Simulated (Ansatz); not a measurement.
Born–Oppenheimer molecular dynamics of C2H8FNO2Si (15 atoms, charge 0, multiplicity 1). It starts from a relaxed structure.

Method: Ansatz 0.2.0, RKS LDA/6-31G.

- ensemble: NVT, Langevin thermostat
- time step: 0.25 fs
- steps asked: 100
- set temperature: 400 K
- friction: 0.05 /fs
- temperature schedule: 25 steps to 400 K, then 75 steps to 800 K
- seed: 646788

First frame:

```xyz
15
Properties=species:S:1:pos:R:3
Si -0.146 -0.020 -0.218
F 0.366 -0.366 1.362
O 1.270 -0.236 -1.123
C 2.345 -1.117 -0.758
H 2.144 -2.148 -1.109
H 3.259 -0.749 -1.253
H 2.501 -1.133 0.338
N -0.701 1.546 -0.585
H -1.685 1.792 -0.519
H -0.072 2.264 -0.936
O -1.481 -1.043 -0.412
C -1.657 -2.297 0.268
H -1.252 -2.261 1.298
H -2.739 -2.506 0.307
H -1.159 -3.116 -0.287
```

Task: What does the run give?

Result: All steps were run.

```yaml
steps_done: 100
time_covered: 25 fs
mean_temperature_over_the_second_half: 419 K
spread_of_the_potential_energy_over_the_second_half: 4.7 meV per atom
mean_potential_energy_of_the_second_half_above_the_start: 32.9 meV per atom
```

The schedule's set-point averaged 667 K over the second half and the system 419 K, so it lags behind the ramp. A run of 0.025 ps of so small a system gives no equilibrium averages. Limits of this set-up: no polarisation functions.

Task: What happens to the structure?

Result: The same pairs are bonded in the first frame and the last. Pairs count as bonded within 1.25 times the sum of covalent radii (0.12 Å more for H–H). Another seed would give other details.

Task: How do temperature and energy run in time?

Result: 
```tsv
time (fs)	T (K)	potential energy less start (eV)
0	373	0.000
2	370	0.128
4	345	0.299
6	244	0.408
8	285	0.471
10	283	0.389
12	399	0.333
14	332	0.411
16	336	0.468
18	505	0.524
20	425	0.571
22	426	0.583
24	488	0.455
```

Run time: 3.7 min on 1 thread of Intel(R) Xeon(R) 6975P-C (Granite Rapids) (shared host), peak memory 0.16 GiB.
